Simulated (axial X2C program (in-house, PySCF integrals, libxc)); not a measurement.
**Spin–orbit effects down a group: molecules with Mn, PBE0**

Calculated with an in-house relativistic program for diatomic molecules, spin-free (one-electron X2C) or two-component (2c: spin–orbit coupling with atomic mean-field Coulomb and Gaunt terms, which also bring small scalar terms), in Dyall basis sets with cores contracted in-house; open shells are unrestricted.

Basis sets: As dyall-cv3z, Mn dyall-cv3z, N dyall-av3z, Sb dyall-cv3z.

| molecule | spin-free state | Re (Å) | ωe (cm⁻¹) | De (eV) | 2c state | Re 2c (Å) | ωe 2c (cm⁻¹) | De 2c (eV) |
| --- | --- | --- | --- | --- | --- | --- | --- | --- |
| MnN | M_S = 2, Λ = 1 | 1.633 | 680.4 | 2.01 | Ω = 1 | 1.632 | 681.4 | 2.03 |
| MnAs | M_S = 2, Λ = 1 | 2.269 | 304.9 | 1.22 | Ω = 1 | 2.271 | 303.7 | 1.28 |
| MnSb | M_S = 2, Λ = 1 | 2.488 | 251.0 | 0.96 | Ω = 1 | 2.498 | 244.3 | 1.08 |

Each entry is the lowest single determinant of a limited PBE0 search at one distance. De goes to single-determinant-based atoms at the same level (for ions the charge split of lowest energy) and is withheld (n/a) where an atom does not fit its ground term or J level. Main or longest-lived isotopes. One determinant is a doubtful description, or other states lie close, for MnN, MnAs, MnSb; these need not be ground states, and all values refer to the states named. Some open-shell Ω = 0 determinants are out of reach, so the Ω given for MnN, MnAs, MnSb need not be the lowest component. With several unpaired electrons the Ω given is that of one determinant, not necessarily of the lowest component. The functionals have no current term, which raises determinants with orbital currents. Where the atoms have a lower orbital projection than the molecule, De at mean-field level may be about a tenth of an eV too small.
